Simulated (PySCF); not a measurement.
Calculation: PBE-D3(BJ)/def2-TZVP // r2SCAN-D4/def2-SVP run with PySCF 2.14.0. Isolated molecules, 0 K electronic values unless said otherwise. 

Reference species: [Y(Cl)3] (neutral, multiplicity 1).

```yaml
LUMO: -3.69 eV
HOMO–LUMO gap: 4.05 eV
coordination_number: 3
```

Changed species: [Y(Cl)(F)2] (2 of 3 Cl replaced by F; the reference has 0 of 3 Cl replaced by F).

Problem. What does the change do to the LUMO, HOMO–LUMO gap and coordination number?

Solution. the LUMO rises by 0.33 eV, to -3.36 eV; the HOMO–LUMO gap increases by 0.12 eV, to 4.17 eV; the coordination number hardly moves.
